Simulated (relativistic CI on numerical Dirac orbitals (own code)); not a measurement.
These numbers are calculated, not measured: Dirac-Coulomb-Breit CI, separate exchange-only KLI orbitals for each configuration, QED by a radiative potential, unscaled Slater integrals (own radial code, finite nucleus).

Configuration list (outside the closed core [Ne]): 3s²3p⁶3d⁷, 3s²3p⁵3d⁸, 3s²3p⁴3d⁹, 3s3p⁶3d⁸, 3p⁶3d⁹, 3s3p⁵3d⁹, 3s²3p⁶3d⁶4s, 3s²3p⁶3d⁶4p, 3s²3p⁶3d⁶4d, 3s²3p⁴3d⁸4s, 3s²3p⁶3d⁶4f, 3s²3p⁵3d⁷4s, 3s²3p⁴3d⁸4p, 3s²3p⁶3d⁵4s², 3s²3p⁵3d⁷4p, 3s²3p⁶3d⁵4s4p, 3s²3p⁴3d⁸4d, 3s3p⁵3d⁸4s, 3s²3p⁶3d⁶5s, 3s²3p⁶3d⁵4p², 3s3p⁵3d⁸4p, 3s²3p⁶3d⁶5p, 3s²3p⁵3d⁷4d, 3s²3p⁶3d⁵4s4d, 3s3p⁶3d⁷4s, 3s²3p⁶3d⁶5d, 3s3p⁵3d⁸4d, 3p⁶3d⁸4s, 3s3p⁶3d⁷4p, 3s²3p⁵3d⁶4s², 3s²3p⁶3d⁶5f, 3s²3p⁶3d⁶5g, 3p⁶3d⁸4p, 3s²3p⁶3d⁶6s, 3s²3p⁶3d⁶6p, 3p⁶3d⁸4d. Levels of other configurations are missing.

At this charge energies of transitions that change n are usually good to better than 1 %, and those within a shell (Δn = 0) to a few per cent. Terms inside the open d or f shell come out 10 to 20 % too wide with unscaled integrals.

Outline of the computed level scheme of Cd XXIV. Lowest level of each configuration: 3s²3p⁶3d⁷ ⁴F9/2 at 0.000 eV; 3s²3p⁵3d⁸ ⁴G°11/2 at 188.053 eV.

Some strong electric-dipole decays among the lowest 45 levels: 3s²3p⁵3d⁸ ⁴D°7/2 → 3s²3p⁶3d⁷ ⁴F9/2 (4.3e+11 s⁻¹); 3s²3p⁵3d⁸ ²G°7/2 → 3s²3p⁶3d⁷ ²G9/2 (3.1e+11 s⁻¹); 3s²3p⁵3d⁸ ⁴F°3/2 → 3s²3p⁶3d⁷ ⁴F5/2 (3.1e+11 s⁻¹); 3s²3p⁵3d⁸ ²S°1/2 → 3s²3p⁶3d⁷ ²P3/2 (2.5e+11 s⁻¹); 3s²3p⁵3d⁸ ⁴F°5/2 → 3s²3p⁶3d⁷ ⁴F7/2 (2.4e+11 s⁻¹); 3s²3p⁵3d⁸ ⁴D°5/2 → 3s²3p⁶3d⁷ ⁴F5/2 (2.3e+11 s⁻¹); 3s²3p⁵3d⁸ ⁴S°3/2 → 3s²3p⁶3d⁷ ⁴P5/2 (2.2e+11 s⁻¹); 3s²3p⁵3d⁸ ⁴D°5/2 → 3s²3p⁶3d⁷ ⁴F7/2 (2.1e+11 s⁻¹).

LS names give the leading component of a level, which can be under half, so a name can repeat, a term be missing and a line seem to break the LS rules.
